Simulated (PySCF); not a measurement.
## Computed properties of CuF, SMILES [Cu][F], multiplicity 1

CuF, SMILES [F][Cu], multiplicity 1. Geometry: PBE0-D3(BJ)/def2-TZVPD. The spin state was assumed, not searched. One conformer was computed; it need not be the lowest. All values are computed for the isolated molecule unless a solvent is named; none is compared with measurement here.

**Structure.** The optimised structure has C∞v symmetry. All 1 harmonic modes at PBE0-D3(BJ)/def2-TZVPD (PySCF) are real, so it is a minimum.

**Vibrations.** The strongest infrared lines (harmonic, unscaled, degenerate partners summed) lie at 593 cm⁻¹ (57 km/mol, F 77 %, Cu 23 %). The softest mode is at 593 cm⁻¹ and the zero-point energy is 0.8 kcal/mol.

**Electronic structure.** B3LYP/def2-TZVPD (PySCF) places the frontier levels at -7.38 and -3.52 eV, a gap of 3.86 eV, and gives a dipole moment of 5.16 D and a mean polarisability of 22.4 bohr³. PBE/def2-TZVPD (PySCF) at the same geometry gives -6.05 and -4.14 eV, so its gap is 1.95 eV narrower. An orbital gap is neither the optical nor the fundamental gap.

**Excitations.** TDA-M06-2X/def2-TZVPD (PySCF) has S1 at 2.88 eV (430 nm, f = 0.001, dark); the most intense of the 10 singlets computed lies at 6.63 eV (f = 0.12). Strengths of degenerate partners are summed. T1 (TDA) is at 1.99 eV, 0.89 eV under S1.

**NMR.** GIAO shifts at PBE0/pcSseg-2 (PySCF) (non-relativistic, atoms alike by connectivity averaged): ¹⁹F at -432.7 ppm against CFCl3.
